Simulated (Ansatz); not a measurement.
Cost and result for the atomization energy of C$_{3}$H$_{9}$BClN (`CCN(C)BCl`) (15 atoms, 14 bonds).

| atom | x (Å) | y (Å) | z (Å) |
| --- | --- | --- | --- |
| C1 | 1.160 | 0.818 | -1.140 |
| C2 | 0.988 | 0.066 | 0.169 |
| N3 | -0.371 | -0.405 | 0.381 |
| C4 | -1.283 | 0.602 | 0.880 |
| B5 | -0.810 | -1.691 | 0.113 |
| Cl6 | 0.285 | -2.929 | -0.529 |
| H7 | 0.503 | 1.688 | -1.199 |
| H8 | 2.189 | 1.171 | -1.242 |
| H9 | 0.939 | 0.164 | -1.986 |
| H10 | 1.657 | -0.794 | 0.189 |
| H11 | 1.262 | 0.709 | 1.013 |
| H12 | -2.277 | 0.174 | 0.996 |
| H13 | -0.947 | 0.978 | 1.853 |
| H14 | -1.352 | 1.452 | 0.195 |
| H15 | -1.943 | -2.003 | 0.307 |

Total charge 0; spin multiplicity 1. Geometry: relaxed with PBE0-D4/def2-TZVP. It is one conformer, not always the lowest. Program: Ansatz. All runs use 2 threads of an AMD EPYC 7R13 on a shared host and a share of an NVIDIA H100 80 GB. Times are those of one run each, without the atoms' runs, and a repeat can differ threefold. Electronic energies, without spin–orbit coupling; frozen cores. CCSD(T)/CBS adds CCSD(T) − MP2 in def2-TZVPP to the MP2 limit, and its time is that of the two runs behind it. T1 = 0.011. B3LYP takes the VWN-RPA correlation (the form of Gaussian; ORCA's B3LYP/G).

CCSD(T)/CBS is a level of theory with its own doubt, some kJ/mol a heavy atom from the limit and from the frozen cores, so smaller differences don't rank the functionals.

```tsv
level	functions	wall time
r2SCAN-D4/def2-TZVPP (with forces)	323	16 s
B2PLYP/def2-TZVPP	323	18 s
MP2/def2-QZVPP	625	19 s
PBE0-D4/def2-TZVPP	323	20 s
PBE-D4/def2-TZVPP (with forces)	323	20 s
B3LYP-D4/def2-TZVPP (with forces)	323	20 s
ωB97X-V/def2-TZVPP	323	21 s
CCSD(T)/def2-TZVPP	323	23 s
ωB97M-V/def2-TZVPP (with forces)	323	24 s
CCSD(T)/CBS(def2)	–	42 s
```

(1) What atomization energy does each give, and how far from CCSD(T)/CBS? (Best estimate.)

Answers

(1) Ansatz gave: 
| level | atomization (kcal/mol) | difference from CCSD(T)/CBS | per bond |
| --- | --- | --- | --- |
| r2SCAN-D4/def2-TZVPP (with forces) | 1393.3 | 6.6 | 0.5 |
| B2PLYP/def2-TZVPP | 1377.3 | -9.4 | -0.7 |
| MP2/def2-QZVPP | 1392.9 | 6.2 | 0.4 |
| PBE0-D4/def2-TZVPP | 1400.2 | 13.5 | 1.0 |
| PBE-D4/def2-TZVPP (with forces) | 1419.0 | 32.3 | 2.3 |
| B3LYP-D4/def2-TZVPP (with forces) | 1393.0 | 6.3 | 0.5 |
| ωB97X-V/def2-TZVPP | 1392.9 | 6.2 | 0.4 |
| CCSD(T)/def2-TZVPP | 1355.2 | -31.5 | -2.2 |
| ωB97M-V/def2-TZVPP (with forces) | 1395.8 | 9.1 | 0.6 |
| CCSD(T)/CBS(def2) | 1386.7 | 0.0 | 0.0 |

The D4 term adds +12.3 kcal/mol with B3LYP and +6.6 kcal/mol with PBE0; it sums over pairs of atoms, weighted by their polarisabilities, and B3LYP, whose exchange is more repulsive, gets the larger term. From PBE to PBE0 (25 % exact exchange), in def2-TZVPP and without D4, the atomization energy moves by −17.7 kcal/mol: exact exchange takes away binding that semilocal exchange gives to molecules. In def2-TZVPP, CCSD(T) changes the Hartree–Fock value by +316.8 kcal/mol (the triples alone add +18.6 kcal/mol) and MP2 by +335.9 kcal/mol; breaking electron pairs costs correlation energy, which Hartree–Fock lacks.
